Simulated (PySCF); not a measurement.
## Which determinant of CdCl lies lowest?

Unrestricted PBE0; Cd def2-SVP with ECP28, Cl def2-SVP; scalar-relativistic core potentials (PySCF 2.14). Outer shells of the fragments: Cd 4d10 5s2; Cl 3s2 3p5.

Followed along the bond (rough minima from three points):

```json
{"2Ms+1": "2", "unpaired": "σ ↑", "⟨S²⟩ at the start": "0.75", "R at minimum (Å)": "2.38", "Te (eV)": "0.00"}
{"2Ms+1": "4", "unpaired": "σ ↑, π ↑↑", "⟨S²⟩ at the start": "3.75", "R at minimum (Å)": "none in the scan", "Te (eV)": "≤ 5.69"}
```

Solutions found at the starting distance of 2.370 Å, counted from the lowest of them; the search is not exhaustive and high or unbound solutions are not listed, so other states can lie among these:

| 2Ms+1 | unpaired | term | E (eV) | ⟨S²⟩ | ⟨Lz²⟩ | μ (D) |
| --- | --- | --- | --- | --- | --- | --- |
| 2 | σ ↑ | ²Σ⁺ | 0.00 | 0.75 | 0.00 | -3.27 |
| 2 | π ↑ | ²Π | 3.26 | 0.75 | 1.01 | 3.18 |
| 2 | π ↑ | ²Π | 4.03 | 0.77 | 1.00 | -3.67 |
| 4 | σ ↑, π ↑↑ | mixed | 6.04 | 3.75 | 2.01 | 3.00 |
| 4 | σ ↑, π ↑↑ | mixed | 6.17 | 3.75 | 2.01 | 3.01 |
| 4 | σ ↑↑, π ↑ | ⁴Π | 6.90 | 3.75 | 1.00 | 1.95 |

A term symbol is given only where ⟨S²⟩ and ⟨Lz²⟩ are close to those of a pure state; real π, δ and φ orbitals otherwise mix terms. A positive dipole means Cd(−)Cl(+).

Spin–orbit coupling is left out. Counting both spins, an empty level lies below a filled one in some of these solutions, because spin and occupation are held.
